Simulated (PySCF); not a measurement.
[TcF6]- holds Tc(V), d2, at total charge -1. The structure is a PBE0-D3(BJ)/def2-TZVP geometry optimised for multiplicity 3; coordination octahedral, point group D3d, metal–donor distances 1.87 Å.

The d shell alone is too small an active space for [TcF6]- (an active orbital has only 0.61 squared overlap with the free ion's shell): its levels, fitted parameters, g values and moments show what this model gives and aren't sound predictions.

```
7

Tc    0.000    0.000    0.000
F    -0.019    1.866   -0.019
F     0.019   -1.866    0.019
F     0.019   -0.019    1.866
F    -0.019    0.019   -1.866
F     1.866   -0.019    0.019
F    -1.866    0.019   -0.019
```

Method (PySCF 2.14, density fitting): CASSCF(2,5) with orbitals averaged over all microstates of the shell, strongly contracted NEVPT2 on the averaged canonical orbitals; basis x2c-TZVPall on the metal, x2c-SVPall elsewhere; spin-free X2C; IEF-PCM dichloromethane; spin-orbit coupling by state interaction with the mean-field operator over all roots.

**Question.** What is the ground state?

**Answer.** 3A2g (from 3T1g) (S = 1, orbital degeneracy 1), with 2.0 electrons in the lower (t2g-type) set and 0.0 in the upper (eg-type) set, by NEVPT2; the next part of the same split term lies only 250 cm⁻¹ higher, which doesn't decide their order.

**Question.** List the excited states of the same spin.

**Answer.** By NEVPT2: 3Eg (from 3T1g) at 250 cm⁻¹; 3A1g (from 3T2g) at 37419 cm⁻¹ (267 nm); 3Eg (from 3T2g) at 37635 cm⁻¹ (266 nm); 3A2g (from 3T1g) at 43183 cm⁻¹ (232 nm); 3Eg (from 3T1g) at 43585 cm⁻¹ (229 nm); 3A2g at 75920 cm⁻¹. All are electric-dipole forbidden at this geometry.

**Question.** Which is the lowest state of another spin?

**Answer.** 1Eg (from 1T2g) at 8686 cm⁻¹ by NEVPT2; CASSCF alone puts it at 10185 cm⁻¹ above the same ground state.

**Question.** Give the fitted ligand-field and repulsion parameters.

**Answer.** At CASSCF level (the NEVPT2 levels don't fit a ligand-field model well): orbital energies 0, 0, 420, 37176, 37176 cm⁻¹; 10Dq = 37036 cm⁻¹ (difference of the means of the two sets); B = 718 cm⁻¹; C = 2796 cm⁻¹; B over its free-ion value at the same level 0.753; rms of the fit 449 cm⁻¹; ζ = 960 cm⁻¹ (free ion 1195).

**Question.** What magnetic behaviour follows?

**Answer.** Degenerate or low-lying orbital states mix with the ground state, so no spin-only Hamiltonian applies. The lowest spin-orbit level is 1-fold; the next lies at 7.9 cm⁻¹. μeff is 1.72 μB at 300 K and 1.23 μB at 10 K; the spin-only value is 2.83 μB.

No frequencies were computed for the optimised geometry. Charge-transfer states lie outside this active space and may come lower than some of these levels. 3Eg (from 3T1g) (250 cm⁻¹) lies within 300 cm⁻¹ of 3A2g (from 3T1g) at NEVPT2 level, inside the method's error: they are parts of one split term, whose order is undecided, and g values and low-temperature moments can hang on it. NEVPT2 on the d shell alone tends to put d–d bands too high for such charged or covalently bound ions.

The job took 11 s on one thread of Arm Neoverse V2 (shared host), with 147 basis functions, launched as `OMP_NUM_THREADS=1 python lf_run.py task.json out`.
